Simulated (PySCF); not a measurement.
The complex [AgF6]3- (charge -3) contains Ag(III), shell d8. The structure is a model geometry with rigid ligands and bond lengths from ionic radii and polar angle and twist changed to 54.74, 45.00°, not a minimum; coordination octahedral, point group D3, metal–donor distances 2.05 Å.

The d shell alone is too small an active space for [AgF6]3- (an active orbital has only 0.69 squared overlap with the free ion's shell): its levels, fitted parameters, g values and moments show what this model gives and aren't sound predictions.

```
7

Ag    0.000    0.000    0.000
F     1.546   -0.641    1.184
F    -0.218    1.659    1.184
F    -1.328   -1.019    1.184
F     1.546    0.641   -1.184
F    -1.328    1.019   -1.184
F    -0.218   -1.659   -1.184
```

Method (PySCF 2.14, density fitting): CASSCF(8,5) with orbitals averaged over all microstates of the shell, strongly contracted NEVPT2 on the averaged canonical orbitals; basis x2c-TZVPall on the metal, x2c-SVPall elsewhere; spin-free X2C; IEF-PCM water; spin-orbit coupling by state interaction with the mean-field operator over all roots.

Task: Which term lies lowest, and with what spin?

Result: 3A2 (S = 1, orbital degeneracy 1), orbital occupations from the lowest 2.0 2.0 2.0 1.0 1.0, by NEVPT2.

Task: Where do the spin-allowed transitions within the shell lie?

Result: By NEVPT2, the lowest six: 3A1 at 21951 cm⁻¹ (456 nm); 3E at 22380 cm⁻¹ (447 nm); 3A2 at 29058 cm⁻¹ (344 nm); 3E at 30139 cm⁻¹ (332 nm); 3A2 at 46724 cm⁻¹ (214 nm); a 2S+1 = 3 state (57 % 3P) at 47029 cm⁻¹ (213 nm). The strongest, at 21951 cm⁻¹, has f = 7.6e-04.

Task: Which is the lowest state of another spin?

Result: 1E at 9808 cm⁻¹ by NEVPT2; CASSCF alone puts it at 12676 cm⁻¹ above the same ground state.

Task: What ligand-field parameters describe the result?

Result: At CASSCF level (the NEVPT2 levels don't fit a ligand-field model well): orbital energies 0, 583, 587, 17650, 17651 cm⁻¹; B = 822 cm⁻¹; C = 3399 cm⁻¹; B over its free-ion value at the same level 0.786; rms of the fit 458 cm⁻¹; ζ = 1674 cm⁻¹ (free ion 1914).

Task: What are the magnetic parameters?

Result: The ground multiplet follows a spin Hamiltonian with S = 1, g = 2.193, 2.200, 2.200, D = 2.19 cm⁻¹, E/|D| = 0.00 (spin-orbit part alone); the lowest levels hold 99 % of the spin-free ground state. μeff is 3.13 μB at 300 K and 3.10 μB at 10 K; the spin-only value is 2.83 μB.

NEVPT2 lifts 3E from 16459 to 22380 cm⁻¹; on the d shell alone such lifts tend to overshoot. NEVPT2 on the d shell alone tends to put d–d bands too high for such charged or covalently bound ions.

The job took 13 s on one thread of Intel Xeon Platinum 8375C @ 2.90GHz (shared host), with 147 basis functions, launched as `OMP_NUM_THREADS=1 python lf_run.py task.json out`.
